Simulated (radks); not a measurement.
Mo-, configuration [Kr] 4d5 5s2. Method: scalar-relativistic Kohn-Sham, r2SCAN, spin-unpolarised, spherical densities, finite nucleus; meta-GGA in the generalised Kohn-Sham scheme; Fermi nuclear charge, rms radius 4.4091 fm; hard spherical wall at 6 bohr; computed with a radial shooting solver on a logarithmic mesh with Libxc functionals.

Radial electron density D(r) = 4 pi r^2 rho(r):

```
   r/bohr * D(r) (the largest magnitude, 65.5, reaches the edge; | marks zero)
 0.001371 |*
 0.001571 | *
   0.0018 | *
 0.002062 |  *
 0.002362 |  *
 0.002685 |   *
 0.003076 |    *
 0.003524 |     *
 0.004037 |       *
 0.004625 |        *
 0.005299 |           *
 0.006071 |             *
 0.006955 |                *
 0.007969 |                   *
  0.00913 |                       *
  0.01038 |                          *
  0.01189 |                              *
  0.01362 |                                  *
   0.0156 |                                      *
  0.01788 |                                        *
  0.02048 |                                           *
  0.02347 |                                            *
  0.02688 |                                           *
   0.0308 |                                          *
  0.03529 |                                        *
  0.04043 |                                      *
  0.04595 |                                     *
  0.05264 |                                     *
  0.06031 |                                       *
   0.0691 |                                          *
  0.07916 |                                               *
   0.0907 |                                                   *
   0.1039 |                                                      *
    0.119 |                                                      *
   0.1364 |                                                  *
   0.1563 |                                            *
   0.1776 |                                      *
   0.2035 |                                  *
   0.2331 |                                  *
   0.2671 |                                    *
    0.306 |                                        *
   0.3506 |                                         *
   0.4016 |                                      *
   0.4601 |                               *
   0.5272 |                      *
    0.604 |               *
    0.692 |          *
   0.7864 |         *
    0.901 |         *
    1.032 |         *
    1.183 |        *
    1.355 |       *
    1.552 |     *
    1.778 |   *
    2.038 |  *
    2.334 | *
    2.674 | *
     3.04 |*
    3.483 |*
     3.99 |*
    4.571 *
    5.237 *
```

D(r) has 4 maxima, at r = 0.0246, 0.109, 0.342, 1.000 bohr, and minima at 0.0498, 0.220, 0.845 bohr, inside which lie 2.04, 11.12, 29.30 electrons.
